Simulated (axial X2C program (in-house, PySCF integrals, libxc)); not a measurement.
**LiBr⁻: from Re and ωe to a spectrum**

A bond curve at the CCSD(T) level, two-component, was computed with an in-house relativistic program for diatomic molecules (basis Br dyall-acv3z [9s10p7d5f1g], Li dyall-av3z [9s9p3d] (cores contracted in-house)) for the state Ω = 1/2 (⟨Sz⟩ = 0.50, ⟨Lz⟩ = 0.00 at HF). Its fit gives Re = 2.3190 Å, ωe = 419.7 cm⁻¹, ωexe = 4.5 cm⁻¹ and αe = 7.397e-03 cm⁻¹; the masses are 78.9183 and 7.0160 u. Two-component means X2C with spin–orbit coupling and atomic mean-field Coulomb and Gaunt terms.

Correlated methods: 9 electrons correlated (number of frozen shells: Br 3 s, 2 p, 1 d; Li 1 s), 235 virtual spin orbitals or spinors in MP2, 90 natural virtuals in coupled cluster.

Problem. Find the reduced mass, Be and the force constant.

Solution. From the CCSD(T) values: μ = 6.4432 u. Be = 16.8576/(μ Re²) = 0.4865 cm⁻¹. k = 5.8918×10⁻⁷ μ ωe² = 0.669 mdyn/Å.

Problem. A Morse curve ties αe to the other constants (Pekeris). How well does that hold?

Solution. αe(Morse) = 6Be²/ωe × (√(ωexe/Be) − 1) = 6.907e-03 cm⁻¹; the CCSD(T) curve gives 7.397e-03 cm⁻¹, a ratio of 0.93.

Problem. Estimate the centrifugal constant by the Kratzer relation.

Solution. D = 4Be³/ωe² = 2.61e-06 cm⁻¹.

Problem. Estimate De from a Morse curve and compare with the computed well depth of 1.562 eV to Br- + Li.

Solution. De(Morse) = ωe²/(4ωexe) = 1.213 eV against 1.562 eV computed, a ratio of 0.78. The extrapolation falls short: long-range attraction (ionic or ion–induced dipole) or a change of character along the curve can cause this.

Problem. Where do the fundamental and the first overtone lie?

Solution. ν(1←0) = ωe − 2ωexe = 410.7 cm⁻¹; ν(2←0) = 2ωe − 6ωexe = 812.4 cm⁻¹.

Occupations by symmetry block were frozen at the best pattern of an incomplete PBE0 search. De is counted from the lowest determinant-based energies of the atoms at the same level, without counterpoise correction. Coupled cluster ran in a truncated set of natural virtual spinors; the MP2 energy of the rest was added. (T) has no such correction and the atoms are truncated less, which lowers De at CCSD(T) by a hundredth of an eV or more.
